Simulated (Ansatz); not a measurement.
Consider the ligand exchange at the Si–N bond: `FC(F)=N[SiH3]` + `CC(=N)[SiH3]` → `C/C([SiH3])=N\[SiH3]` + `N=C(F)F`.

Isolated molecules relaxed with PBE0-D4/def2-TZVP in Ansatz; ΔE leaves out vibrations. CCSD(T)/CBS adds triple-zeta CCSD(T) − MP2 to the extrapolated MP2 energy (def2 sets, frozen cores). Functionals use def2-TZVPP. One conformer a species, not always the lowest.

`FC(F)=N[SiH3]`:

```xyz
8

F     2.277   -0.970    1.174
C     1.069   -0.556    0.874
F     0.329   -0.698    1.962
N     0.732   -0.126   -0.221
Si   -0.791    0.461   -0.805
H    -0.578    1.855   -1.258
H    -1.177   -0.393   -1.953
H    -1.861    0.427    0.227
```

`CC(=N)[SiH3]`:

Cartesian coordinates in Å:
```
C 1.013 0.619 0.986
C 0.166 -0.414 0.309
N 0.222 -1.617 0.719
Si -0.949 0.137 -1.129
H 1.691 1.090 0.267
H 1.595 0.161 1.787
H 0.389 1.418 1.399
H -0.398 -2.225 0.182
H -1.675 -1.060 -1.628
H -0.133 0.728 -2.223
H -1.921 1.164 -0.669
```

`C/C([SiH3])=N\[SiH3]`:

```xyz
14

C     1.346   -0.242   -0.727
C     0.267   -0.010    0.290
Si    0.703    0.072    2.148
N    -0.967    0.143    0.053
Si   -1.927    0.157   -1.390
H     2.101    0.547   -0.654
H     0.955   -0.273   -1.745
H     1.864   -1.181   -0.511
H     2.171   -0.049    2.378
H     0.013   -1.045    2.840
H     0.229    1.371    2.687
H    -2.937   -0.920   -1.242
H    -2.604    1.477   -1.439
H    -1.213   -0.046   -2.688
```

`N=C(F)F`:

Cartesian coordinates in Å:
```
N -0.559 0.633 0.515
C 0.301 -0.006 -0.100
F 1.523 0.415 -0.272
F 0.181 -1.184 -0.684
H -1.446 0.141 0.541
```

```
             level  ΔE (kJ/mol)
            PBE-D4         20.3
           ωB97M-V         25.2
               PBE         23.4
SCS-MP2/def2-QZVPP         26.4
```

(1) What does CCSD(T)/CBS give? (Estimate.)

Largest T1 diagnostic among the species: 0.013.

## Answers

(1) Computed: +24.7 kJ/mol. The listed levels differ from it by -4.4, 0.5, -1.3, 1.7 kJ/mol.

In def2-TZVPP, CCSD(T) changes the Hartree–Fock value by −4.4 kJ/mol (the triples alone add −0.8 kJ/mol) and MP2 by −3.4 kJ/mol. The D4 term adds −4.9 kJ/mol with B3LYP and −2.9 kJ/mol with PBE0; it sums over pairs of atoms, weighted by their polarisabilities, and B3LYP, whose exchange is more repulsive, gets the larger term.

B3LYP here is the variant with VWN-RPA as its local correlation; programs differ in this.
